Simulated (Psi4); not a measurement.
H₅BN (SMILES B[NH3+]), charge +1, singlet, at a GFN2-xTB geometry; Psi4 with WB97M-V/aug-cc-pVDZ.

Input for Psi4:
```
memory 2 GB

molecule {
1 1
  B     0.88263881    0.09284034   -0.00737737
  N    -0.61601020   -0.06784319   -0.00947475
  H     1.53748945   -0.85254254    0.17141440
  H     1.32021174    1.16097305   -0.15667069
  H    -0.93054469    0.07651970    0.96132550
  H    -0.92796378   -1.00605227   -0.28786176
  H    -1.10031533    0.63180265   -0.58499732
}

set basis aug-cc-pvdz

energy('wb97m-v')
print_variables()
```

It wrote (shortened):

```
   => Loading Basis Set <=

    Name: AUG-CC-PVDZ
    Role: ORBITAL
    Keyword: BASIS

         ---------------------------------------------------------
                                   SCF
               by Justin Turney, Rob Parrish, Andy Simmonett
                          and Daniel G. A. Smith
                              RKS Reference
         ---------------------------------------------------------

  ==> Geometry <==

    Molecular point group: c1
    Full point group: C1

    Geometry (in Angstrom), charge = 1, multiplicity = 1:

       Center              X                  Y                   Z               Mass
    ------------   -----------------  -----------------  -----------------  -----------------
         B            0.849718998439     0.090082449296    -0.003721060819    11.009305360000
         N           -0.648930011561    -0.070601080704    -0.005818440819    14.003074004430
         H            1.504569638439    -0.855300430704     0.175070709181     1.007825032230
         H            1.287291928439     1.158215159296    -0.153014380819     1.007825032230
         H           -0.963464501561     0.073761809296     0.964981809181     1.007825032230
         H           -0.960883591561    -1.008810160704    -0.284205450819     1.007825032230
         H           -1.133235141561     0.629044759296    -0.581341010819     1.007825032230

  Running in c1 symmetry.

  Rotational constants: A =      3.44578  B =      0.74859  C =      0.68273 [cm^-1]
  Rotational constants: A = 103301.82356  B =  22442.06798  C =  20467.67620 [MHz]
  Nuclear repulsion =   36.989525933459319

  Charge       = 1
  Multiplicity = 1
  Electrons    = 16
  Nalpha       = 8
  Nbeta        = 8

  ==> Algorithm <==

  SCF Algorithm Type is DF.
  DIIS enabled.
  MOM disabled.
  Fractional occupation disabled.
  Guess Type is SAD.
  Energy threshold   = 1.00e-06
  Density threshold  = 1.00e-06
  Integral threshold = 1.00e-12

  ==> Primary Basis <==

  Basis Set: AUG-CC-PVDZ
    Blend: AUG-CC-PVDZ
    Number of shells: 43
    Number of basis functions: 91
    Number of Cartesian functions: 95
    Spherical Harmonics?: true
    Max angular momentum: 2

  ==> DFT Potential <==

   => LibXC <=

    Version 7.1.2
    S. Lehtola, C. Steigemann, M. J. T. Oliveira, and M. A. L. Marques,  SoftwareX 7, 1–5 (2018) (10.1016/j.softx.2017.11.002)

   => Composite Functional: WB97M-V <=

    wB97M-V Hyb-GGA Exchange-Correlation Functional

    N. Mardirossian and M. Head-Gordon,  J. Chem. Phys. 144, 214110 (2016) (10.1063/1.4952647)

    Deriv               =              1
    GGA                 =           TRUE
    Meta                =           TRUE

    Exchange Hybrid     =           TRUE
    MP2 Hybrid          =          FALSE

   => Exchange-Correlation Functionals <=

    1.0000   wB97M-V exchange-correlation functional

   => Exact (HF) Exchange <=

    0.8500            HF,LR [omega = 0.3000]
    0.1500               HF

   => LibXC Density Thresholds  <==

    XC_HYB_MGGA_XC_WB97M_V:  1.00E-13

   => VV10 Non-Local Parameters <=

    VV10 B              =     6.0000E+00
    VV10 C              =     1.0000E-02

   => Molecular Quadrature <=

    Radial Scheme          =       TREUTLER
    Pruning Scheme         =           NONE
    Nuclear Scheme         =       TREUTLER

    Blocking Scheme        =         OCTREE
    BS radius alpha        =              1
    Pruning alpha          =              1
    Radial Points          =             75
    Spherical Points       =            302
    Total Points           =         153008
    Total Blocks           =           1212
    Max Points             =            256
    Max Functions          =             91
    Weights Tolerance      =       1.00E-15

   => Loading Basis Set <=

    Name: (AUG-CC-PVDZ AUX)
    Role: JKFIT
    Keyword: DF_BASIS_SCF

  ==> Integral Setup <==

  SCF_SUBTYPE=INCORE selected. In-core MEM_DF algorithm will be used.
  Using in-core AOs.

  ==> MemDFJK: Density-Fitted J/K Matrices <==

    J tasked:                   Yes
    K tasked:                   Yes
    wK tasked:                  Yes
    Omega:                3.000E-01
    Algorithm:                 Core
    Schwarz Cutoff:           1E-12
    Mask sparsity (%):       0.0000
    Fitting Condition:        1E-10

   => Auxiliary Basis Set <=

  Basis Set: (AUG-CC-PVDZ AUX)
    Blend: AUG-CC-PVDZ-JKFIT
    Number of shells: 116
    Number of basis functions: 332
    Number of Cartesian functions: 377
    Spherical Harmonics?: true
    Max angular momentum: 3

  Minimum eigenvalue in the overlap matrix is 1.3738602679E-04.
  Reciprocal condition number of the overlap matrix is 1.3117620411E-05.
    Using symmetric orthogonalization.

  ==> Pre-Iterations <==

  SCF Guess: Superposition of Atomic Densities via on-the-fly atomic UHF (no occupation information).

   -------------------------
    Irrep   Nso     Nmo
   -------------------------
     A         91      91
   -------------------------
    Total      91      91
   -------------------------

  ==> Iterations <==

                           Total Energy        Delta E     RMS |[F,P]|

   @DF-RKS iter SAD:   -81.98429241987489   -8.19843e+01   0.00000e+00
   @DF-RKS iter   1:   -82.19696290509809   -2.12670e-01   4.86908e-03 ADIIS/DIIS
   @DF-RKS iter   2:   -82.24601542379527   -4.90525e-02   3.59309e-03 ADIIS/DIIS
   @DF-RKS iter   3:   -82.28825869344850   -4.22433e-02   3.86761e-04 ADIIS/DIIS
   @DF-RKS iter   4:   -82.28900697582441   -7.48282e-04   7.43174e-05 DIIS
   @DF-RKS iter   5:   -82.28903851267312   -3.15368e-05   1.57821e-05 DIIS
   @DF-RKS iter   6:   -82.28904005583897   -1.54317e-06   1.92182e-06 DIIS
   @DF-RKS iter   7:   -82.28904010277415   -4.69352e-08   2.63459e-07 DIIS
  Energy and wave function converged.

  ==> Post-Iterations <==

   Electrons on quadrature grid:
      Ntotal   =   16.0000083170 ; deviation = 8.317e-06

    Orbital Energies [Eh]
    ---------------------

    Doubly Occupied:

       1A    -14.860008     2A     -7.187853     3A     -1.344289
       4A     -0.918679     5A     -0.915666     6A     -0.906152
       7A     -0.752115     8A     -0.675898

    Virtual:

       9A     -0.207720    10A     -0.166538    11A     -0.112310
      12A     -0.111846    13A     -0.088288    14A     -0.064762
      15A     -0.064500    16A     -0.062585    17A     -0.045835
      18A     -0.037940    19A     -0.024977    20A     -0.005517
      21A      0.000621    22A      0.018043    23A      0.024197
      24A      0.024537    25A      0.048764    26A      0.049167
      27A      0.064131    28A      0.108791    29A      0.112032
      30A      0.156366    31A      0.163599    32A      0.174875
      33A      0.191885    34A      0.200513    35A      0.203239
      36A      0.236757    37A      0.241361    38A      0.275078
      39A      0.282912    40A      0.290283    41A      0.300468
      42A      0.307697    43A      0.330205    44A      0.334949
      45A      0.346095    46A      0.366272    47A      0.367793
      48A      0.390137    49A      0.404696    50A      0.464212
      51A      0.488791    52A      0.520293    53A      0.577683
      54A      0.618142    55A      0.643716    56A      0.686802
      57A      0.752020    58A      0.777624    59A      0.855361
      60A      0.888578    61A      0.902274    62A      0.908417
      63A      0.972386    64A      0.989855    65A      1.074496
      66A      1.180187    67A      1.301550    68A      1.430296
      69A      1.445136    70A      1.460924    71A      1.520660
      72A      1.654339    73A      1.673656    74A      1.753375
      75A      1.765238    76A      1.819655    77A      1.846977
      78A      1.881061    79A      1.896415    80A      1.950949
      81A      1.969170    82A      2.030253    83A      2.052942
      84A      2.254969    85A      2.290656    86A      2.367136
      87A      2.474058    88A      2.579452    89A      2.582046
      90A      2.924217    91A      2.944550

    Final Occupation by Irrep:
              A
    DOCC [     8 ]
    NA   [     8 ]
    NB   [     8 ]

  @DF-RKS Final Energy:   -82.28904010277415

   => Energetics <=

    Nuclear Repulsion Energy =             36.9895259334593192
    One-Electron Energy =                -178.0780922584321218
    Two-Electron Energy =                  67.3938479703977720
    DFT Exchange-Correlation Energy =      -8.6604175720955450
    Empirical Dispersion Energy =           0.0000000000000000
    VV10 Nonlocal Energy =                  0.0660958238964290
    Total Energy =                        -82.2890401027741518

Computation Completed

Properties will be evaluated at   0.000000,   0.000000,   0.000000 [a0]

Properties computed using the SCF density matrix

 Multipole Moments:

 ------------------------------------------------------------------------------------
     Multipole            Electronic (a.u.)      Nuclear  (a.u.)        Total (a.u.)
 ------------------------------------------------------------------------------------

 L = 1.  Multiply by 2.5417464519 to convert [e a0] to [Debye]
 Dipole X            :          0.0744193           -1.0575602           -0.9831409
 Dipole Y            :         -0.0071229           -0.0885983           -0.0957212
 Dipole Z            :         -0.0744660            0.1174602            0.0429943
 Magnitude           :                                                    0.9887250

 ------------------------------------------------------------------------------------

  Variable Map:
  ----------------------------------------------------------------------------
  "CURRENT ENERGY"              =>     -82.289040102774
  "CURRENT REFERENCE ENERGY"    =>     -82.289040102774
  "DD SOLVATION ENERGY"         =>       0.000000000000
  "DFT FUNCTIONAL TOTAL ENERGY" =>     -82.289040102774
  "DFT TOTAL ENERGY"            =>     -82.289040102774
  "DFT VV10 ENERGY"             =>       0.066095823896
  "DFT XC ENERGY"               =>      -8.660417572096
  "GRID ELECTRONS ALPHA"        =>       8.000004158498
  "GRID ELECTRONS BETA"         =>       8.000004158498
  "GRID ELECTRONS TOTAL"        =>      16.000008316996
  "NUCLEAR REPULSION ENERGY"    =>      36.989525933459
  "ONE-ELECTRON ENERGY"         =>    -178.078092258432
  "PCM POLARIZATION ENERGY"     =>       0.000000000000
  "PE ENERGY"                   =>       0.000000000000
  "SCF ITERATION ENERGY"        =>     -82.289040102774
  "SCF ITERATIONS"              =>       7.000000000000
  "SCF TOTAL ENERGY"            =>     -82.289040102774
  "TWO-ELECTRON ENERGY"         =>      67.393847970398
  "XC GRID RADIAL POINTS"       =>      75.000000000000
  "XC GRID SPHERICAL POINTS"    =>     302.000000000000
  "XC GRID TOTAL POINTS"        =>  153008.000000000000

  Array Variable Map:
  ----------------------------------------------------------------------------
  "CURRENT DIPOLE"              =>      -0.983140894446 ... 0.042994295666 1 by 3
  "SCF DIPOLE"                  =>      -0.983140894446 ... 0.042994295666 1 by 3
  "SCF TOTAL ENERGIES"          =>     -81.984292419875 ... -82.289040102774 1 by 8
```
